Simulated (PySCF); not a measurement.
**PbCl2, singlet: molecular constants**

These are results of PBE0/[Pb def2-TZVP with ECP60, Cl def2-TZVP], scalar-relativistic core potentials, density fitting, no spin–orbit coupling, PySCF, not measurements.

The structure is a minimum.

```xyz
3
charge 0 multiplicity 1, angstrom
Pb   -0.3942    0.0000    0.0000
Cl    1.1935    0.0000    1.8739
Cl    1.1935    0.0000   -1.8739
```

| Item | Value |
| --- | --- |
| Point group | C2v |
| Bond lengths | Pb–Cl 2.456 Å (×2) |
| Bond angles | Cl–Pb–Cl 99.5° |
| Dipole moment | 4.51 D |
| Zero-point energy | 4.4 kJ/mol |
| Principal polarisabilities | 40.8, 65.5, 82.1 bohr³ |
| Highest occupied level | -8.20 eV |
| Entropy at 298.15 K and 1 bar | 315.3 J/(mol K) |
| Enthalpy at 298.15 K above 0 K | 13.95 kJ/mol |
| Rotational constants | 0.1278, 0.06864, 0.04466 cm⁻¹ |
| Lowest empty level | -3.13 eV |
| Principal quadrupole moments (Buckingham, traceless) about the centre of mass | -9.53, 0.69, 8.84 D Å |
| Rotational symmetry number | 2 |
| Heat capacity Cp at 298.15 K | 55.1 J/(mol K) |
| Atomisation energy without zero-point energy | 747 kJ/mol |

Harmonic modes (masses in u: Pb 207.977, Cl 34.969):
```tsv
symmetry	ω (cm⁻¹)	IR (km/mol)	type
a1	99	2.4	bend
b2	308	89.8	stretch
a1	326	40.8	stretch
```

In C2v the vibrations span 2a1 + b2. Here b1 is antisymmetric to the molecular plane and b2 lies in it.

Charges (e):
```tsv
atom	Mulliken	Löwdin	polar tensor	Mayer order to Pb1
Pb1	0.83	0.20	1.30	–
Cl2,3	-0.42	-0.10	-0.65	0.97
```

Mulliken populations on Pb1 (electrons outside its core potential): s 3.91, p 7.08, d 10.13, f 0.05.

Counting electrons, lead keeps 2 of its valence electrons outside its bonds, so the VSEPR class is AX2E1 and the expected shape is bent (C2v), as computed.

No spin–orbit coupling is included, which matters more the heavier the element.

The final relaxation and frequency run took roughly 80 core-seconds on a shared host.
